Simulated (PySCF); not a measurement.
Vertical excitations of a molecule CH7AlO2Si from TDDFT-B3LYP/def2-SVPD (PySCF 2.14.0), as energy in eV (oscillator strength): 6.10 (0.196), 6.12 (0.057), 6.67 (0.062), 6.86 (0.000), 6.92 (0.000), 6.94 (0.013), 7.13 (0.002), 7.28 (0.007), 7.33 (0.012), 7.37 (0.065). Lowest triplet (TDA): 4.93 eV. The structure is a stationary point at PBE0-D3(BJ)/def2-SVP. Other conformers were not sampled.

Task: Pick the molecule that these values belong to.
A) C[O][Al]([OH])[SiH3]
B) C[SiH2][Al]([OH])[OH]
C) C[O][AlH][O][SiH3]
D) [CH3][Al]([OH])[O][SiH3]

Result: B, C[SiH2][Al]([OH])[OH]
